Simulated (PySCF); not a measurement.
## Towards the basis-set limit for CaS

State: ¹Σ⁺, singlet, closed shell. De refers to Ca + S. RHF-based CCSD(T) in PySCF 2.14 with Ca cc-pwCVDZ-X2C, S aug-cc-pVDZ-DK and Ca cc-pwCVTZ-X2C, S aug-cc-pVTZ-DK (frozen core orbitals: 10; spin-free X2C with a Gaussian nucleus). Correlation energies are extrapolated as n⁻³ (n = 2, 3), Hartree–Fock as (n+1)·exp(−9√n). CV is the change on freezing 6 orbitals instead, in Ca cc-pwCVTZ-X2C, S cc-pCVTZ-DK.

```csv
Level,Re (Å),ωe (cm⁻¹),ωexe (cm⁻¹),αe (cm⁻¹),De (eV)
CCSD(T)/DZ,2.4061,411.1,1.71,0.000872,2.539
CCSD(T)/TZ,2.3486,442.6,1.79,0.000866,3.039
HF/CBS,2.3452,481.1,1.56,0.000696,1.355
MP2/CBS,2.3137,462.5,1.80,0.000859,3.495
CCSD/CBS,2.3206,471.7,1.78,0.000799,2.947
CCSD(T)/CBS,2.3303,454.3,1.81,0.000861,3.247
CCSD(T)/CBS+CV,2.3280,455.2,1.80,0.000860,3.259
```

Q: How much is left between CCSD(T)/TZ and the basis-set limit, and how much do the triples give at the limit?

A: CCSD(T)/CBS less CCSD(T)/TZ: -18.3 mÅ in Re, +11.7 cm⁻¹ in ωe and +0.208 eV in De. CCSD(T)/CBS less CCSD/CBS: +9.7 mÅ in Re, -17.4 cm⁻¹ in ωe and +0.300 eV in De.

Q: What do the later terms add?

A: CV: -2.3 mÅ in Re, +0.9 cm⁻¹ in ωe and +0.012 eV in De, each against the row above.

Measured (Huber and Herzberg, Constants of Diatomic Molecules (1979)): Re = 2.3178 Å, ωe = 462.23 cm⁻¹, ωexe = 1.78 cm⁻¹. The last row is off by 10.2 mÅ and -7.0 cm⁻¹.

The T1 diagnostic is 0.038, large enough to doubt a single reference. The open-shell atoms are computed with UHF. Spin–orbit coupling, excitations beyond (T) and corrections to the Born–Oppenheimer picture are left out.

The whole job (state search and all basis sets along the bond) took about 11 min on 4 threads of Intel Xeon Platinum 8259CL @ 2.50GHz (shared host), peak memory 4.7 GiB.
